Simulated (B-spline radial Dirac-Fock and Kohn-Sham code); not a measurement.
ΔSCF core binding energies without Breit or QED terms, calculated with a B-spline atomic structure program.

A sound run for the free tungsten atom in the configuration 1s2 2s2 2p6 3s2 3p6 3d10 4s2 4p6 4d10 4f14 5s2 5p6 5d4 6s2: The ground state converged in 11 iterations, with total energy -16156.13543 Ha, virial ratio 1.88821 and highest orbital energy -7.26 eV. ΔSCF binding energies: K (1s) 69877.6 eV, L3 (2p3/2) 10240.9 eV, M5 (3d5/2) 1818.7 eV.

A second run, with one unsound setting: The ground state converged in 12 iterations, with total energy -8230.18361 Ha, virial ratio 2.63232 and highest orbital energy -3.35 eV. ΔSCF binding energies: K (1s) 9366.9 eV, L3 (2p3/2) 5246.5 eV, M5 (3d5/2) 1949.7 eV.

```
iter   energy (Ha)        error
   1    -8110.58317092  9.63e+00
   2    -8174.12087455  2.78e+00
   3    -8228.62388140  4.06e-01
   4    -8230.12235193  1.11e-01
   5    -8230.17423105  2.55e-02
   6    -8230.18196314  1.20e-02
   7    -8230.18345787  1.54e-03
   8    -8230.18359628  3.84e-04
   9    -8230.18360792  1.03e-04
  12    -8230.18360914  3.57e-07
```

**Question.** Which fault fits the second run best?
A. functional not served
B. too few iterations
C. damping too heavy
D. nuclear radius in wrong units

**Answer.** D. The input had radius_factor = 1000.0: radius_factor inflates the nucleus far beyond its size, which weakens the binding of the inner electrons.
